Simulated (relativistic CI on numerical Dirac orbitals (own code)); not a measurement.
# Co VII: calculation against measurement

Method of calculation: Dirac-Coulomb-Breit CI, orbitals from a KLI potential per configuration, a model potential for QED, unscaled Slater integrals (own radial code, finite nucleus).

CI space (outside the closed core [Ne]): 3s2.3p6.3d3, 3s2.3p5.3d4, 3s2.3p6.3d2.4s, 3s2.3p6.3d2.4p, 3s.3p6.3d4, 3s2.3p6.3d2.4d, 3s2.3p6.3d2.5s, 3s2.3p6.3d2.4f, 3s2.3p6.3d2.5p, 3s2.3p6.3d2.5d, 3s2.3p6.3d2.6s, 3s2.3p6.3d2.5f, 3s2.3p6.3d2.5g, 3s2.3p6.3d2.6p, 3s2.3p6.3d2.6d, 3s2.3p6.3d.4s.4p, 3s2.3p5.3d3.4s, 3s2.3p5.3d3.4p, 3s2.3p5.3d3.4d, 3s2.3p6.3d.4p.4d, 3s2.3p5.3d3.5s, 3s2.3p5.3d3.4f, 3s2.3p6.3d.4s2, 3s2.3p6.4s2.4p, 3s2.3p6.4s2.4d, 3s2.3p6.4s2.5s, 3p6.3d5, 3p5.3d6, 3s2.3p6.3d.4p2, 3s2.3p6.4s.4p2, 3s2.3p6.4p3, 3s2.3p6.4p2.4d, 3s2.3p6.4p2.5s, 3s2.3p6.3d.4s.4d, 3s2.3p6.4s.4p.4d, 3s2.3p6.4s.4d2, 3s2.3p6.4s.4d.5s. Double excitations out of closed p, d and f shells are left out; levels of such configurations are missing from the list, as are those of other unlisted configurations, and high levels can miss mixing partners. These lack a partner that the ground configuration has and come out too high: 3s2.3p5.3d3.4s, 3s2.3p5.3d3.4p, 3s2.3p5.3d3.4d, 3s2.3p5.3d3.5s, 3s2.3p5.3d3.4f.

| Configuration | Term (tabulated) | J | Measured (cm⁻¹) | Computed | Error | Purity (%) |
| --- | --- | --- | --- | --- | --- | --- |
| 3s2.3p6.3d3 | 4F | 3/2 | 0.0 | 0 | 0 | 99 |
| 3s2.3p6.3d3 | 4F | 5/2 | 698.0 | 677 | -21 | 100 |
| 3s2.3p6.3d3 | 4F | 7/2 | 1610.0 | 1572 | -38 | 100 |
| 3s2.3p6.3d3 | 4F | 9/2 | 2723.0 | 2644 | -79 | 99 |
| 3s2.3p6.3d3 | 4P | 1/2 | 21096.0 | 23562 | 2466 | 99 |
| 3s2.3p6.3d3 | 4P | 3/2 | 21304.0 | 23835 | 2531 | 97 |
| 3s2.3p6.3d3 | 4P | 5/2 | 22187.0 | 24712 | 2525 | 99 |
| 3s2.3p6.3d2.4p | 4G° | 5/2 | 445761.0 | 445116 | -645 | 86 |
| 3s2.3p6.3d2.4p | 4F° | 3/2 | 446966.0 | 446096 | -870 | 91 |
| 3s2.3p6.3d2.4p | 4G° | 7/2 | 447314.0 | 446675 | -639 | 84 |
| 3s2.3p6.3d2.4p | 4F° | 5/2 | 448051.0 | 447147 | -904 | 89 |
| 3s2.3p6.3d2.4p | 4G° | 9/2 | 449305.0 | 448562 | -743 | 69 |
| 3s2.3p6.3d2.4p | 4F° | 7/2 | 449440.0 | 448493 | -947 | 84 |
| 3s2.3p6.3d2.4p | 4F° | 9/2 | 450989.0 | 449946 | -1043 | 74 |
| 3s2.3p6.3d2.4p | 4D° | 3/2 | 451215.0 | 450955 | -260 | 67 |
| 3s2.3p6.3d2.4p | 4D° | 1/2 | 451559.0 | 451194 | -365 | 92 |
| 3s2.3p6.3d2.4p | 4S° | 3/2 | 465290.0 | 467424 | 2134 | 86 |

Measured levels from Sugar and Corliss, J. Phys. Chem. Ref. Data 10, 1097 (1981); pairs were made by configuration, J and term (by order where the table uses no LS term), so strongly mixed levels may be paired wrongly. Some J values or terms of the table were assigned by a fit.

Mean error by configuration (cm⁻¹): 3s2.3p6.3d3 1231; 3s2.3p6.3d2.4p -428. Over the excited levels the mean absolute error is 1013 cm⁻¹ (16 of the 24 excited levels that our extract of the source holds in range could be paired, and the others can miss by more), and the median relative error of those above 1,000 cm⁻¹ is 0.21 %. Some levels of the ground configuration have no partner.
